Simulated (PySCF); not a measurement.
carbon monosulfide (CS), singlet, at a GFN2-xTB geometry. Base run: M062X/def2-SVP (PySCF).

PySCF was given this input:
```python
from pyscf import gto, scf, dft, solvent

mol = gto.Mole()
mol.atom = '''
    C    -0.000000   -0.000000   -1.106311
    S     0.000000    0.000000    0.414867
'''
mol.basis = 'def2-svp'
mol.charge = 0
mol.spin = 0
mol.verbose = 4
mol.build()

mf = dft.RKS(mol)
mf.xc = 'm062x'
mf.kernel()
mf.analyze()
```

Variants of this job, named by their change:

```tsv
change	ΔE vs base (kJ/mol)	dipole (D)	HOMO-LUMO gap (eV)
base	0.00	1.84	9.08
model = ddCOSMO; solvent = n-hexane	?	?	9.12
model = IEF-PCM; solvent = dimethylsulfoxide	-7.82	2.41	9.19
model = IEF-PCM; solvent = 2-propanol	-7.41	2.38	9.18
model = IEF-PCM; solvent = n-hexane; vdw_scale = 1.0	-5.14	2.15	9.15
model = IEF-PCM; solvent = n-hexane; lebedev_order = 41	-2.71	2.04	9.12
model = IEF-PCM; solvent = toluene	-3.56	2.10	9.13
model = IEF-PCM; solvent = n-hexane	-2.71	2.04	9.12
model = IEF-PCM; solvent = n-hexane; vdw_scale = 1.4	-1.74	1.97	9.10
model = COSMO; solvent = n-hexane	?	?	9.12
model = IEF-PCM; solvent = tetrahydrofuran	-6.38	2.31	9.17
model = IEF-PCM; solvent = n-hexane; r_probe = 0.5	?	?	9.10
```

Task: Complete the blanks.

Result: 
- model = ddCOSMO; solvent = n-hexane, ΔE vs base (kJ/mol): -3.02
- model = ddCOSMO; solvent = n-hexane, dipole (D): 2.06
- model = COSMO; solvent = n-hexane, ΔE vs base (kJ/mol): -2.55
- model = COSMO; solvent = n-hexane, dipole (D): 2.02
- model = IEF-PCM; solvent = n-hexane; r_probe = 0.5, ΔE vs base (kJ/mol): -1.47
- model = IEF-PCM; solvent = n-hexane; r_probe = 0.5, dipole (D): 1.95

The base is the gas phase, so ΔE is the electrostatic part of solvation at a fixed geometry, without cavity and dispersion terms.
